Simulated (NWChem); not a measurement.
System: SiH$_{4}$S; SMILES S[SiH3]

Excerpt of the output:

```
             Northwest Computational Chemistry Package (NWChem) 7.3.0
             --------------------------------------------------------

 C1  symmetry detected

                             Geometry "geometry" -> ""
                             -------------------------

 Output coordinates in angstroms (scale by  1.889725989 to convert to a.u.)

  No.       Tag          Charge          X              Y              Z
 ---- ---------------- ---------- -------------- -------------- --------------
    1 Si                  14.0000     0.01556828     1.02891528     0.00000032
    2 S                   16.0000     0.05943476    -1.10763400     0.00001285
    3 H                    1.0000    -0.66274947     1.56133313     1.20893308
    4 H                    1.0000     1.43980222     1.44003012    -0.00345374
    5 H                    1.0000    -0.66870633     1.56074306    -1.20582145
    6 H                    1.0000    -1.27725845    -1.24477614     0.00013202

 Effective nuclear repulsion energy (a.u.)      89.2443220958

                                 NWChem DFT Module
                                 -----------------

 Summary of "ao basis" -> "ao basis" (spherical)
 ------------------------------------------------------------------------------
       Tag                 Description            Shells   Functions and Types
 ---------------- ------------------------------  ------  ---------------------
 Si                        def2-tzvp                13       37   5s5p2d1f
 S                         def2-tzvp                13       37   5s5p2d1f
 H                         def2-tzvp                 4        6   3s1p

            General Information
            -------------------
          SCF calculation type: DFT
          Wavefunction type:  closed shell.
          No. of atoms     :     6
          No. of electrons :    34
           Alpha electrons :    17
            Beta electrons :    17
          Charge           :     0
          Spin multiplicity:     1
          Use of symmetry is: off; symmetry adaption is: off
          Maximum number of iterations: 150
          AO basis - number of functions:    98
                     number of shells:    42
          Convergence on energy requested:  1.00D-06
          Convergence on density requested:  1.00D-05
          Convergence on gradient requested:  5.00D-04

              XC Information
              --------------
                       M05-2X Method XC Functional
                     Hartree-Fock (Exact) Exchange  0.560
                M05-2X metaGGA Exchange Functional  0.440
                      M05-2X Correlation Potential  1.000

             Grid Information
             ----------------
          Grid used for XC integration:  medium
          Radial quadrature: Mura-Knowles
          Angular quadrature: Lebedev.
          Tag              B.-S. Rad. Rad. Pts. Rad. Cut. Ang. Pts.
          ---              ---------- --------- --------- ---------
          Si                  1.10       88           9.0       590
          S                   1.00       88          10.0       590
          H                   0.35       45          11.0       434
          Grid pruning is: on
          Number of quadrature shells:   356
          Spatial weights used:  Erf1

      Superposition of Atomic Density Guess
      -------------------------------------

 Sum of atomic energies:        -688.31414864

      Non-variational initial energy
      ------------------------------

 Total energy =    -688.857442
 1-e energy   =   -1129.336985
 2-e energy   =     351.235221
 HOMO         =      -0.315174
 LUMO         =       0.046955

     ---------------------------------------------
      Total Density - Mulliken Population Analysis
     ---------------------------------------------

    Atom       Charge   Shell Charges
 -----------   ------   -------------------------------------------------------
    1 Si  14    13.61   2.00  0.59  1.39  0.87  0.45  4.11  1.73  0.50  1.29  0.46  0.09  0.12  0.02
    2 S   16    16.51   2.01  0.49  1.48  1.07  0.78  4.18  1.69  0.92  2.52  1.32  0.02  0.04  0.00
    3 H    1     1.05   0.23  0.55  0.27  0.01
    4 H    1     1.05   0.23  0.55  0.26  0.01
    5 H    1     1.05   0.23  0.55  0.27  0.01
    6 H    1     0.74   0.19  0.40  0.12  0.02

   convergence    iter        energy       DeltaE   RMS-Dens  Diis-err
 ---------------- ----- ----------------- --------- --------- ---------
 d= 0,ls=0.0,diis     1   -690.0722142746 -7.79D+02  3.80D-03  6.86D-01
 d= 0,ls=0.0,diis     2   -690.0991326318 -2.69D-02  2.11D-03  4.38D-02
 d= 0,ls=0.0,diis     3   -690.1032271222 -4.09D-03  7.97D-04  1.89D-02
 d= 0,ls=0.0,diis     4   -690.1057503543 -2.52D-03  8.77D-05  1.24D-04
 d= 0,ls=0.0,diis     5   -690.1057660955 -1.57D-05  3.31D-05  1.62D-05
  Resetting Diis
 d= 0,ls=0.0,diis     6   -690.1057683574 -2.26D-06  8.62D-06  7.26D-07
 d= 0,ls=0.0,diis     7   -690.1057684931 -1.36D-07  1.39D-06  1.68D-08

         Total DFT energy =     -690.105768493148
      One electron energy =    -1131.375037802559
           Coulomb energy =      400.098238491294
    Exchange-Corr. energy =      -48.073291277643
 Nuclear repulsion energy =       89.244322095760

 Numeric. integr. density =       33.999996391022

                       DFT Final Molecular Orbital Analysis
                       ------------------------------------

 Vector   15  Occ=2.000000D+00  E=-4.148236D-01
              MO Center=  5.9D-01,  9.6D-01, -2.4D-03, r^2= 2.6D+00
   Bfn.  Coefficient  Atom+Function         Bfn.  Coefficient  Atom+Function
  ----- ------------  ---------------      ----- ------------  ---------------
    15      0.276022  1 Si px                82      0.260715  4 H  s
    83      0.179150  4 H  s                 81      0.169638  4 H  s
    53     -0.154198  2 S  py                12      0.117649  1 Si px
     6     -0.114217  1 Si px                16      0.106633  1 Si py
    94      0.089021  6 H  s                 18      0.087735  1 Si px

 Vector   16  Occ=2.000000D+00  E=-3.891143D-01
              MO Center= -1.8D-02, -5.3D-01, -4.8D-04, r^2= 2.9D+00
   Bfn.  Coefficient  Atom+Function         Bfn.  Coefficient  Atom+Function
  ----- ------------  ---------------      ----- ------------  ---------------
    53      0.368238  2 S  py                56      0.241522  2 S  py
    16     -0.209336  1 Si py                41     -0.182013  2 S  s
    42     -0.179369  2 S  s                 50      0.175867  2 S  py
    52     -0.167177  2 S  px                44     -0.143314  2 S  py
    40      0.117731  2 S  s                 55     -0.114527  2 S  px

 Vector   17  Occ=2.000000D+00  E=-3.205484D-01
              MO Center= -3.7D-02, -7.4D-01,  4.2D-04, r^2= 2.4D+00
   Bfn.  Coefficient  Atom+Function         Bfn.  Coefficient  Atom+Function
  ----- ------------  ---------------      ----- ------------  ---------------
    54      0.474903  2 S  pz                57      0.374189  2 S  pz
    51      0.233377  2 S  pz                45     -0.183515  2 S  pz
    77     -0.095832  3 H  s                 89      0.095558  5 H  s
    76     -0.090830  3 H  s                 88      0.090648  5 H  s
    48     -0.086412  2 S  pz                75     -0.058475  3 H  s

 Vector   18  Occ=0.000000D+00  E= 3.635232D-02
              MO Center= -2.4D-01,  5.8D-01,  3.6D-04, r^2= 5.7D+00
   Bfn.  Coefficient  Atom+Function         Bfn.  Coefficient  Atom+Function
  ----- ------------  ---------------      ----- ------------  ---------------
    19      1.048957  1 Si py                42      1.007108  2 S  s
    56      0.449407  2 S  py                83     -0.424842  4 H  s
    95     -0.426570  6 H  s                 18      0.297038  1 Si px
    55     -0.295759  2 S  px                16      0.275574  1 Si py
    53      0.182486  2 S  py                 5     -0.159776  1 Si s

 Vector   19  Occ=0.000000D+00  E= 5.266607D-02
              MO Center= -3.9D-01, -3.8D-01, -3.0D-04, r^2= 5.0D+00
   Bfn.  Coefficient  Atom+Function         Bfn.  Coefficient  Atom+Function
  ----- ------------  ---------------      ----- ------------  ---------------
     5      1.233233  1 Si s                 95     -1.191689  6 H  s
    55     -0.724976  2 S  px                56     -0.647934  2 S  py
    89     -0.499834  5 H  s                 77     -0.494352  3 H  s
     4      0.355418  1 Si s                 19     -0.335066  1 Si py
    83     -0.307136  4 H  s                 42      0.206824  2 S  s

 Vector   20  Occ=0.000000D+00  E= 7.482217D-02
              MO Center= -3.2D-01,  8.8D-01,  2.8D-03, r^2= 4.5D+00
   Bfn.  Coefficient  Atom+Function         Bfn.  Coefficient  Atom+Function
  ----- ------------  ---------------      ----- ------------  ---------------
    18      1.595848  1 Si px                83     -1.304925  4 H  s
    89      0.706074  5 H  s                 77      0.700482  3 H  s
    19     -0.414411  1 Si py                55     -0.414198  2 S  px
    42     -0.264733  2 S  s                 15      0.211434  1 Si px
    56     -0.186580  2 S  py                28      0.124021  1 Si d  0

     ---------------------------------------------
      Total Density - Mulliken Population Analysis
     ---------------------------------------------

    Atom       Charge   Shell Charges
 -----------   ------   -------------------------------------------------------
    1 Si  14    13.78   2.00  0.56  1.41  0.90  0.39  4.13  1.68  0.62  1.42  0.33  0.13  0.18  0.02
    2 S   16    16.29   2.01  0.46  1.50  1.09  0.75  4.19  1.65  0.98  2.32  1.26  0.03  0.05  0.01
    3 H    1     1.03   0.25  0.51  0.26  0.01
    4 H    1     1.03   0.25  0.52  0.25  0.01
    5 H    1     1.03   0.25  0.51  0.26  0.01
    6 H    1     0.84   0.24  0.46  0.12  0.02

     -------------------------------------------
      Total Density - Lowdin Population Analysis
     -------------------------------------------

    Atom       Charge   Shell Charges
 -----------   ------   -------------------------------------------------------
    1 Si  14    14.03   2.00  0.83  1.10  0.57  0.37  3.85  1.87  0.72  1.28  0.73  0.13  0.49  0.09
    2 S   16    15.89   1.99  0.83  1.13  0.82  0.64  3.92  1.88  1.07  2.06  1.41  0.02  0.10  0.01
    3 H    1     1.05   0.24  0.47  0.30  0.02
    4 H    1     1.04   0.24  0.47  0.30  0.02
    5 H    1     1.05   0.24  0.47  0.30  0.02
    6 H    1     0.95   0.24  0.42  0.21  0.08

     Multipole analysis of the density
     ---------------------------------

     L   x y z        total         alpha         beta         nuclear
     -   - - -        -----         -----         ----         -------
     0   0 0 0     -0.000000    -17.000000    -17.000000     34.000000

     1   1 0 0     -0.333542     -0.166771     -0.166771      0.000000
     1   0 1 0      0.283247      0.141624      0.141624     -0.000000
     1   0 0 1      0.000035      0.000018      0.000018      0.000000

     2   2 0 0    -20.249277    -18.428680    -18.428680     16.608083
     2   1 1 0      1.209886     -0.744481     -0.744481      2.698849
     2   1 0 1     -0.000360     -0.000165     -0.000165     -0.000030
     2   0 2 0    -21.764276    -87.566846    -87.566846    153.369416
     2   0 1 1     -0.000632     -0.000689     -0.000689      0.000746
     2   0 0 2    -22.899653    -16.655611    -16.655611     10.411568
```

Level: M05-2X/def2-TZVP. Structure relaxed at the PBE0-D3(BJ)/def2-TZVP level.

Question: Which NWChem input produces such a log?

Answer: Several could match; the one computed here: the input that was run:
```
start job
memory heap 200 mb stack 900 mb global 1100 mb
geometry units angstroms noautoz
  Si     0.003674     0.991361    -0.000256
  S      0.077870    -1.144350    -0.001017
  H     -0.679957     1.513732     1.210066
  H      1.421919     1.422657    -0.006134
  H     -0.690252     1.513781    -1.204674
  H     -1.256739    -1.300457     0.001458
end
basis spherical
  * library def2-tzvp
end
dft
  xc m05-2x
  iterations 150
  mulliken
end
task dft energy
```
